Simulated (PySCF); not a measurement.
AlF4, charge -1, singlet, geometry from GFN2-xTB (such geometries of metal compounds can be far from the true shape); DF-SVWN5/6-311++G** in PySCF.

Input for PySCF:
```python
from pyscf import gto, scf, dft
import numpy

mol = gto.Mole()
mol.atom = '''
    Al   -0.000000    0.000000   -0.000000
    F     1.586799   -0.299633   -0.476104
    F     0.000013    0.796178    1.483404
    F    -0.759757    0.962559   -1.153531
    F    -0.827055   -1.459103    0.146232
'''
mol.basis = '6-311++g**'
mol.charge = -1
mol.spin = 0
mol.verbose = 4
mol.build()
print('smallest overlap eigenvalue', numpy.linalg.eigvalsh(mol.intor('int1e_ovlp'))[0])

mf = dft.RKS(mol)
mf.xc = 'lda,vwn'
mf = mf.density_fit(auxbasis='def2-universal-jkfit')
mf = scf.addons.remove_linear_dep_(mf, threshold=1e-3, lindep=1e-3)
mf.kernel()
```

What the program printed (banner, timings and long lists left out):

```
PySCF version 2.14.0

[INPUT] verbose = 4
[INPUT] num. atoms = 5
[INPUT] num. electrons = 50
[INPUT] charge = -1
[INPUT] spin (= nelec alpha-beta = 2S) = 0
[INPUT] symmetry False subgroup None
[INPUT] Mole.unit = angstrom
[INPUT] Symbol           X                Y                Z      unit          X                Y                Z       unit  Magmom
[...]
nuclear repulsion = 240.647284883188
number of shells = 54
number of NR pGTOs = 189
number of NR cGTOs = 118
basis = 6-311++g**
ecp = {}
input.py:22: DeprecationWarning: remove_linear_dep_ is deprecated and will be removed in a future release. Linear dependency handling is now built into the SCF procedure by default. Linear dependency removal can be controlled using the following settings:
  pyscf.scf.hf.remove_overlap_zero_eigenvalue = True
  pyscf.scf.hf.overlap_zero_eigenvalue_threshold = 1e-6

  mf = scf.addons.remove_linear_dep_(mf, threshold=1e-3, lindep=1e-3)
smallest overlap eigenvalue 0.0006654169528871167
Applying remove_linear_dep_ on SCF object.
Using canonical orthogonalization with threshold 0.001

******** <class 'pyscf.df.df_jk.DFRKS'> ********
method = DFRKS
initial guess = minao
damping factor = 0
level_shift factor = 0
DIIS = <class 'pyscf.scf.diis.CDIIS'>
diis_start_cycle = 1
diis_space = 8
diis_damp = 0
SCF conv_tol = 1e-09
SCF conv_tol_grad = None
SCF max_cycles = 50
direct_scf = False
XC library pyscf.dft.libxc version 7.1.2
    S. Lehtola, C. Steigemann, M. J. T. Oliveira, and M. A. L. Marques,  SoftwareX 7, 1–5 (2018)
XC functionals = lda,vwn
    P. A. M. Dirac,  Math. Proc. Cambridge Philos. Soc. 26, 376 (1930)
    F. Bloch,  Z. Phys. 57, 545 (1929)
    S. H. Vosko, L. Wilk, and M. Nusair,  Can. J. Phys. 58, 1200 (1980)
radial grids:
    Treutler-Ahlrichs [JCP 102, 346 (1995); DOI:10.1063/1.469408] (M4) radial grids

becke partition: Becke, JCP 88, 2547 (1988); DOI:10.1063/1.454033
pruning grids: <function nwchem_prune>
grids dens level: 3
symmetrized grids: False
atomic radii adjust function: <function treutler_atomic_radii_adjust>
small_rho_cutoff = 0
Set gradient conv threshold to 3.16228e-05
Initial guess from minao.
tot grids = 76232
init E= -638.686750178281
[...]
cycle= 1 E= -638.557950274036  delta_E= 0.129  |g|=  1.2  |ddm|= 2.05
[...]
cycle= 2 E= -637.732507495595  delta_E= 0.825  |g|= 2.66  |ddm|= 1.68
[...]
cycle= 3 E= -638.780472965582  delta_E= -1.05  |g|= 0.0336  |ddm|= 1.19
[...]
cycle= 4 E= -638.780545107332  delta_E= -7.21e-05  |g|= 0.0196  |ddm|= 0.0317
[...]
cycle= 5 E= -638.780585073962  delta_E= -4e-05  |g|= 0.00318  |ddm|= 0.00651
[...]
cycle= 6 E= -638.780586648838  delta_E= -1.57e-06  |g|= 0.00064  |ddm|= 0.00176
[...]
cycle= 7 E= -638.780586623063  delta_E= 2.58e-08  |g|= 0.000658  |ddm|= 0.000522
[...]
cycle= 8 E= -638.780586643545  delta_E= -2.05e-08  |g|= 0.000531  |ddm|= 0.000198
[...]
cycle= 9 E= -638.780586645866  delta_E= -2.32e-09  |g|= 0.000517  |ddm|= 1.4e-05
[...]
cycle= 10 E= -638.780586524547  delta_E= 1.21e-07  |g|= 0.00101  |ddm|= 0.00039
[...]
cycle= 11 E= -638.780586526728  delta_E= -2.18e-09  |g|= 0.00101  |ddm|= 2.22e-05
[...]
cycle= 12 E= -638.780586581392  delta_E= -5.47e-08  |g|= 0.000776  |ddm|= 0.00018
[...]
cycle= 13 E= -638.780586457804  delta_E= 1.24e-07  |g|= 0.00123  |ddm|= 0.000441
[...]
cycle= 14 E= -638.780586582992  delta_E= -1.25e-07  |g|= 0.000669  |ddm|= 0.000427
[...]
cycle= 15 E= -638.780586614097  delta_E= -3.11e-08  |g|= 0.000596  |ddm|= 0.000183
[...]
cycle= 16 E= -638.780586593356  delta_E= 2.07e-08  |g|= 0.000682  |ddm|= 0.00013
[...]
cycle= 17 E= -638.780586575852  delta_E= 1.75e-08  |g|= 0.000763  |ddm|= 0.000136
[...]
cycle= 18 E= -638.78058658686  delta_E= -1.1e-08  |g|= 0.000716  |ddm|= 0.000109
[...]
cycle= 19 E= -638.780586042991  delta_E= 5.44e-07  |g|= 0.00207  |ddm|= 0.000774
[...]
cycle= 20 E= -638.780586054237  delta_E= -1.12e-08  |g|= 0.00205  |ddm|= 3.84e-05
[...]
cycle= 21 E= -638.780586064356  delta_E= -1.01e-08  |g|= 0.00203  |ddm|= 8.5e-05
[...]
cycle= 22 E= -638.780586024596  delta_E= 3.98e-08  |g|= 0.00211  |ddm|= 0.000229
[...]
cycle= 23 E= -638.780586211471  delta_E= -1.87e-07  |g|= 0.00184  |ddm|= 0.000326
[...]
cycle= 24 E= -638.780586068211  delta_E= 1.43e-07  |g|= 0.00206  |ddm|= 0.000317
[...]
cycle= 25 E= -638.780586028675  delta_E= 3.95e-08  |g|= 0.00212  |ddm|= 0.000308
[...]
cycle= 26 E= -638.780585898812  delta_E= 1.3e-07  |g|= 0.0023  |ddm|= 0.000494
[...]
cycle= 27 E= -638.780586520656  delta_E= -6.22e-07  |g|= 0.00089  |ddm|= 0.00074
[...]
cycle= 28 E= -638.780586130344  delta_E= 3.9e-07  |g|= 0.00192  |ddm|= 0.000548
[...]
cycle= 29 E= -638.780585985327  delta_E= 1.45e-07  |g|= 0.00224  |ddm|= 0.00128
[...]
cycle= 30 E= -638.78058631941  delta_E= -3.34e-07  |g|= 0.00164  |ddm|= 0.00119
[...]
cycle= 31 E= -638.780586056999  delta_E= 2.62e-07  |g|= 0.0021  |ddm|= 0.000893
[...]
cycle= 32 E= -638.780586198009  delta_E= -1.41e-07  |g|= 0.00184  |ddm|= 0.000685
[...]
cycle= 33 E= -638.780586206981  delta_E= -8.97e-09  |g|= 0.0018  |ddm|= 0.000316
[...]
cycle= 34 E= -638.780586018613  delta_E= 1.88e-07  |g|= 0.00216  |ddm|= 0.000449
[...]
cycle= 35 E= -638.780586117132  delta_E= -9.85e-08  |g|= 0.00195  |ddm|= 0.000301
[...]
cycle= 36 E= -638.780586092602  delta_E= 2.45e-08  |g|= 0.00199  |ddm|= 0.000152
[...]
cycle= 37 E= -638.780586118076  delta_E= -2.55e-08  |g|= 0.00191  |ddm|= 0.000108
[...]
cycle= 38 E= -638.780585340542  delta_E= 7.78e-07  |g|= 0.00306  |ddm|= 0.00161
[...]
cycle= 39 E= -638.780586255025  delta_E= -9.14e-07  |g|= 0.00175  |ddm|= 0.00159
[...]
cycle= 40 E= -638.780585873207  delta_E= 3.82e-07  |g|= 0.00237  |ddm|= 0.0012
[...]
cycle= 41 E= -638.780586135273  delta_E= -2.62e-07  |g|= 0.00193  |ddm|= 0.000907
[...]
cycle= 42 E= -638.780586406786  delta_E= -2.72e-07  |g|= 0.00144  |ddm|= 0.000356
[...]
cycle= 43 E= -638.780586064262  delta_E= 3.43e-07  |g|= 0.00209  |ddm|= 0.000429
[...]
cycle= 44 E= -638.780586132384  delta_E= -6.81e-08  |g|= 0.00195  |ddm|= 0.000308
[...]
cycle= 45 E= -638.780586142553  delta_E= -1.02e-08  |g|= 0.00189  |ddm|= 0.000278
[...]
cycle= 46 E= -638.780586197885  delta_E= -5.53e-08  |g|= 0.00178  |ddm|= 8.92e-05
[...]
cycle= 47 E= -638.780585935783  delta_E= 2.62e-07  |g|= 0.00225  |ddm|= 0.000898
[...]
cycle= 48 E= -638.780586226316  delta_E= -2.91e-07  |g|= 0.00177  |ddm|= 0.000943
[...]
cycle= 49 E= -638.780586067533  delta_E= 1.59e-07  |g|= 0.00205  |ddm|= 0.000677
[...]
cycle= 50 E= -638.780586107463  delta_E= -3.99e-08  |g|= 0.00194  |ddm|= 0.000583
SCF not converged.
SCF energy = -638.780586107463
```

The run did not converge; its last values are not results.
